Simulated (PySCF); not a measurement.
Spectrum to structure. The calculation used TDDFT PBE0/def2-SVPD, vertical, gas phase, core orbitals frozen in the response (PySCF 2.14.0, density-fitted response routines). Geometries: GFN2-xTB, one conformer each.

```tsv
state	E (eV)	λ (nm)	f
S1	4.07	304.5	0.0000
S2	4.64	267.0	0.030
S3	4.81	258.0	0.0000
S4	4.98	249.1	0.0001
S5	5.65	219.3	0.069
S6	6.16	201.2	0.0014
```

**Question.** Which candidate is it?
A. `C#Cc1cnoc1`
B. `COC(=O)OC`
C. `C(C)(=O)OCOC`
D. `C#CC#CC(N)=O`
E. `CNc1ccccc1`

**Answer.** D. Its S1, at 4.07 eV, is the lowest among the candidates; the nearest of the others has S1 at 4.70 eV. S1 is HOMO→LUMO (97%). Löwdin shares by element: HOMO carbon 51% or more, oxygen 29% (atoms not listed hold the other 20%); LUMO carbon 65% or more (atoms not listed hold the other 35%). At the same level the other candidates give, for their lowest levels:
- `COC(=O)OC`: 7.16 eV (f 0.000); 7.91 eV (f 0.018); 8.21 eV (f 0.000); 8.38 eV (f 0.022); 8.69 eV (f 0.256); T1 6.67 eV; HOMO -8.58, LUMO 0.56 eV
- `C#Cc1cnoc1`: 5.67 eV (f 0.122); 5.70 eV (f 0.001); 6.17 eV (f 0.000); 6.19 eV (f 0.082); 6.42 eV (f 0.004); T1 3.79 eV; HOMO -7.43, LUMO -1.10 eV
- `COCOC(C)=O`: 5.91 eV (f 0.001); 7.44 eV (f 0.012); 7.47 eV (f 0.007); 7.86 eV (f 0.034); 8.01 eV (f 0.122); T1 5.35 eV; HOMO -8.01, LUMO 0.16 eV
- `CNc1ccccc1`: 4.70 eV (f 0.040); 5.32 eV (f 0.004); 5.51 eV (f 0.214); 5.93 eV (f 0.008); 6.09 eV (f 0.004); T1 3.80 eV; HOMO -5.71, LUMO -0.01 eV

Shape of the structure used: `[CH:1]#[C:2][C:3]#[C:4][C:5]([NH2:6])=[O:7]`: H–N6–C5–C4 0°, H–N6–C5–C4 180°.
Triplets come from the Tamm–Dancoff approximation.
